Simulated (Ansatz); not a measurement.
Al(Me)(OH)2 (CH5AlO2), SMILES [CH3][Al]([OH])[OH].

Coordinates come from a ωB97X-D3(BJ)/def2-SVP optimisation. The isomer is the one that the SMILES or the coordinates give; other isomers of the formula were not compared. One conformer was computed; it need not be the lowest.

Two levels are set side by side: PBE/def2-SVPD (Ansatz, a first-principles code) and PBE0/def2-SVPD (Ansatz). Energy differences of separate SCF runs at the same geometry; the states with an electron removed or added have multiplicity 2 and 2. Differences are taken from unrounded values.

```
quantity                             PBE
---------------------------------  -----
vertical ionisation energy (eV)    10.44
vertical singlet–triplet gap (eV)   6.06
```

Question: These are the PBE values. What does PBE0 give? (Estimate from the structure and the level; the computed values follow.)

Answer: 
```json
[
 {"quantity": "vertical ionisation energy (eV)", "PBE0": "10.96", "PBE minus PBE0": "-0.52"},
 {"quantity": "vertical singlet–triplet gap (eV)", "PBE0": "6.77", "PBE minus PBE0": "-0.71"}
]
```
